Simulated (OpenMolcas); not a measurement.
**Cd: terms and fine structure**

```
Program             : OpenMolcas
Method              : XMS-RASPT2, IPEA 0.25 Eh, imaginary shift 0.1 Eh (closed shells correlated: 4d)
Basis               : ANO-RCC-VTZP [7s6p4d2f1g]
Scalar Hamiltonian  : DKH2, point nucleus
Active space        : 2 electrons in 9 orbitals (RAS2 5s 5p; RAS3 5d, at most 2 electrons)
State averaging     : 2S+1 = 3 even, 3 roots; 2S+1 = 1 even, 6 roots; 2S+1 = 3 odd, 3 roots; 2S+1 = 1 odd, 3 roots
Spin-orbit coupling : state interaction with AMFI integrals over the reference wave functions, term energies averaged over their components
```

Spin-free terms above the lowest, with the occupations of the reference:

```
Configuration  Term  E (cm-1)              Occupations
          5s2    1S       0.0          5s 1.89 5p 0.11
        5s 5p   3P*     30010          5s 1.00 5p 1.00
        5s 5p   1P*     44310  5s 0.99 5p 1.00 5d 0.01
```

With spin-orbit coupling, above the lowest level:

```
Configuration  Term  J  E (cm-1)  Measured (cm-1)  Term weight %
          5s2    1S  0       0.0              0.0            100
        5s 5p   3P*  0     29060            30114            100
        5s 5p   3P*  1     29520            30656            100
        5s 5p   3P*  2     30490            31827            100
        5s 5p   1P*  1     44330            43692            100
```

Against the 4 measured excited levels shown (NIST Handbook of Basic Atomic Spectroscopic Data) the mean absolute deviation is 1000 cm-1; the largest miss in energy is 5s 5p 3P* 2: computed 30490, measured 31827 cm-1 (-4.2 %).

Spin-orbit coupling puts the lowest level 1.2 cm-1 below the lowest spin-free term.

CASPT2 does not keep the components of a term degenerate, so their means are used; among the terms shown or strongly mixed into the levels shown the widest spread is 85 cm-1 (5s 5p 1P*). Active for correlation alone: 5d; no level in the range computed is led by a configuration that fills it, so any true level of that kind is missing. Measured partners are found by configuration, term and J. A level has none where our copy of the source lacks it or the pairing is in doubt (some pairs that miss far off the trend of their configuration count as doubtful), and it then counts in no deviation. Only configurations of the active space appear. The first state left out of the spin-orbit step lies near 84000 cm-1 above the lowest spin-free state of the reference (among the parities and spins computed), and the list stops at four fifths of that energy or lower.

The term weight is that of the spin-free term in the level, not the purity of its configuration. * marks odd parity.
